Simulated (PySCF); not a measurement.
# Computed records: BClGeH₄O, BGeH₄O

Calculation on a computer-drawn molecule: optimised geometry and harmonic frequencies of an isolated molecule of the commonest isotopes, restricted reference for singlets and unrestricted otherwise, frozen core in MP2; on germanium a core potential holds 10 electrons, which the energies leave out, and 3d is frozen in MP2 and coupled-cluster steps. Program: PySCF 2.14.0.

Common to all runs: charge 0; basis and core potential on germanium cc-pVDZ-PP ECP10MDF.

(1) BClGeH₄O

Start structure:
```xyz
8
BClGeH4O
B     -1.3204    -2.6979    -0.1718
Ge    -2.8525    -1.3611    -0.3127
O     -3.9909    -1.4053     0.9901
Cl    -1.8309     0.6066    -0.0435
H     -0.6825    -3.0215    -1.0675
H     -1.0150    -3.1548     0.9587
H     -3.7151    -1.2266    -1.5060
H     -3.7801    -1.3852     1.8189
```

```
multiplicity                                  : 1
method                                        : HF
basis                                         : cc-pV(D+d)Z
rotational constants                          : 4.848, 2.877, 2.137 GHz
total energy                                  : -854.7987 hartree
convergence status largest gradient component : 4.087e-05 hartree/bohr
```

Drawn bonds:
| atom | other atom | order |
| --- | --- | --- |
| 1 | 2 | 1 |
| 2 | 3 | 1 |
| 2 | 4 | 1 |
| 1 | 5 | 1 |
| 1 | 6 | 1 |
| 2 | 7 | 1 |
| 3 | 8 | 1 |

Optimised structure:
```xyz
8
BClGeH4O
B     -1.3132    -2.6983    -0.1314
Ge    -2.8642    -1.3262    -0.2906
O     -4.0828    -1.4343     0.9883
Cl    -1.7976     0.5785    -0.0518
H     -0.7092    -3.0446    -1.1027
H     -0.9885    -3.1006     0.9469
H     -3.6788    -1.2196    -1.5678
H     -3.7530    -1.4007     1.8752
```

Modes:
| frequency (cm⁻¹) | reduced mass (dalton) |
| --- | --- |
| 125 | 3.304 |
| 145 | 1.212 |
| 181.6 | 1.931 |
| 205.3 | 3.394 |
| 277 | 1.666 |
| 404.6 | 36.18 |
| 582.6 | 4.42 |
| 652.8 | 1.199 |
| 746.9 | 3.906 |
| 760.7 | 1.24 |
| 825.5 | 1.154 |
| 958.9 | 1.336 |
| 970.4 | 1.113 |
| 1253 | 1.145 |
| 2293 | 1.02 |
| 2705 | 1.051 |
| 2802 | 1.129 |
| 4153 | 1.067 |

(2) BGeH₄O

Start structure:
```xyz
7
BGeH4O
B     -1.3269     2.7625     0.8295
Ge    -0.2802     1.6994     2.0943
O     -0.9191     0.1671     2.8031
H     -0.8822     3.6817     0.3950
H     -2.4368     2.3404     0.6242
H      1.0433     1.5802     2.8027
H     -1.8399    -0.0663     2.4610
```

```
multiplicity                                  : 2
method                                        : HF
basis                                         : cc-pVDZ
rotational constants                          : 21.62, 5.887, 4.627 GHz
total energy                                  : -395.2211 hartree
spin squared                                  : 0.7577
convergence status largest gradient component : 1.269e-05 hartree/bohr
```

Drawn bonds:
| atom | other atom | order |
| --- | --- | --- |
| 1 | 2 | 1 |
| 2 | 3 | 1 |
| 1 | 4 | 1 |
| 1 | 5 | 1 |
| 2 | 6 | 1 |
| 3 | 7 | 1 |

Optimised structure:
```xyz
7
BGeH4O
B     -1.3362     2.7349     0.8518
Ge    -0.3384     1.5999     2.1077
O     -0.9517     0.1005     2.8222
H     -0.7984     3.7228     0.4465
H     -2.4430     2.4198     0.5244
H      1.0541     1.7256     2.7016
H     -1.8283    -0.1385     2.5556
```

Modes:
| frequency (cm⁻¹) | reduced mass (dalton) |
| --- | --- |
| 180.7 | 1.426 |
| 188.2 | 3.091 |
| 343.9 | 1.023 |
| 460.1 | 1.059 |
| 647.5 | 2.583 |
| 664.3 | 1.508 |
| 757.1 | 7.351 |
| 823.4 | 1.222 |
| 831.7 | 1.171 |
| 983.3 | 1.117 |
| 1221 | 1.157 |
| 2287 | 1.02 |
| 2691 | 1.047 |
| 2795 | 1.132 |
| 4150 | 1.067 |

(3) BGeH₄O

Start structure:
```xyz
7
BGeH4O
B     -1.3362     2.7349     0.8518
Ge    -0.3384     1.5999     2.1077
O     -0.9517     0.1005     2.8222
H     -0.7984     3.7228     0.4465
H     -2.4430     2.4198     0.5244
H      1.0541     1.7256     2.7016
H     -1.8283    -0.1385     2.5556
```

```
multiplicity                                  : 2
method                                        : MP2
basis                                         : cc-pVDZ
rotational constants                          : 21.82, 5.758, 4.556 GHz
total energy                                  : -395.5798 hartree
spin squared                                  : 0.7578
convergence status largest gradient component : 3.063e-05 hartree/bohr
```

Drawn bonds:
| atom | other atom | order |
| --- | --- | --- |
| 1 | 2 | 1 |
| 2 | 3 | 1 |
| 1 | 4 | 1 |
| 1 | 5 | 1 |
| 2 | 6 | 1 |
| 3 | 7 | 1 |

Optimised structure:
```xyz
7
BGeH4O
B     -1.3432     2.7381     0.8464
Ge    -0.3418     1.6040     2.1027
O     -0.9341     0.0776     2.8462
H     -0.7907     3.7297     0.4453
H     -2.4565     2.4128     0.5227
H      1.0584     1.7194     2.7084
H     -1.8340    -0.1166     2.5381
```

Modes:
| frequency (cm⁻¹) | reduced mass (dalton) |
| --- | --- |
| 172 | 3.072 |
| 276.5 | 1.401 |
| 348 | 1.035 |
| 498.6 | 1.057 |
| 613.5 | 1.281 |
| 651.1 | 3.859 |
| 733.6 | 9.121 |
| 738.7 | 1.23 |
| 787.7 | 1.132 |
| 964.3 | 1.104 |
| 1145 | 1.159 |
| 2219 | 1.021 |
| 2633 | 1.047 |
| 2746 | 1.133 |
| 3830 | 1.066 |
